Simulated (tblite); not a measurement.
Compound: C4H11ClSSi2.
SMILES with atom numbers: `[SiH3:1][CH2:2][S:3][Si@@H:4]([Cl:5])[CH:6]1[CH2:7][CH2:8]1` (hydrogens: H9, H10, H11 on Si1; H12, H13 on C2; H14 on Si4; H15 on C6; H16, H17 on C7; H18, H19 on C8)

Computed geometry: GFN2-xTB, gas phase.

What internal coordinates does the optimisation give?

```
                    bond  length (bohr)
                  Si1–C2          3.597
                   C2–S3          3.460
                  S3–Si4          4.048
                 Si4–Cl5          3.833
                  Si4–C6          3.540
                   C6–C7          2.842
                   C7–C8          2.815
                   C6–C8          2.841
Si1–H9, Si1–H10, Si1–H11          2.764
                  C2–H12          2.055
                  C2–H13          2.056
                 Si4–H14          2.760
                  C6–H15          2.049
                  C7–H16          2.039
                  C7–H17          2.040
                  C8–H18          2.040
                  C8–H19          2.040
```

Bonds in one row agree within 0.02 bohr and their mean is given. A selection of angles:
```
     angle  degrees
 Si1–C2–S3    113.1
 C2–S3–Si4    102.5
S3–Si4–Cl5    110.1
 S3–Si4–C6    107.0
Cl5–Si4–C6    110.5
 Si4–C6–C7    119.4
 Si4–C6–C8    119.2
  C7–C6–C8     59.4
  C6–C7–C8     60.3
  C6–C8–C7     60.3
```

Dihedral angles: Si1–C2–S3–Si4 79° (synclinal); C2–S3–Si4–Cl5 38° (synclinal); S3–Si4–C6–C7 99° (anticlinal); Si4–C6–C7–C8 108° (anticlinal); Si4–C6–C8–C7 -109° (anticlinal).

Si1 (SiH3 silicon) is tetrahedral (angles from 106.7° to 111.7°). S3 (sulfur bonded to C and Si) is bent (angle 102.5°). Si4 (chlorine-bound silicon) is tetrahedral (angles from 106.9° to 112.4°). Of the pairs four or more bonds apart, Cl5···H12 is among the closest relative to their van der Waals radii: 2.74 Å, 93 % of the sum of Bondi's values. The C–Si distances run from 1.873 Å (Si4–C6, drawn single) to 1.904 Å (Si1–C2, drawn single), a spread of 0.031 Å. The 3-membered ring C6–C7–C8 has internal angles of 59.4° to 60.3°.

Point group: C1 (no symmetry element, even within 0.4 Å). Its GFN2-xTB frequencies are all real (lowest 17 cm⁻¹). One conformer, not necessarily the lowest. 3 starts were optimised and ended at 0.00, 0.54 and 0.62 kcal/mol (GFN2-xTB); the lowest of these is shown.
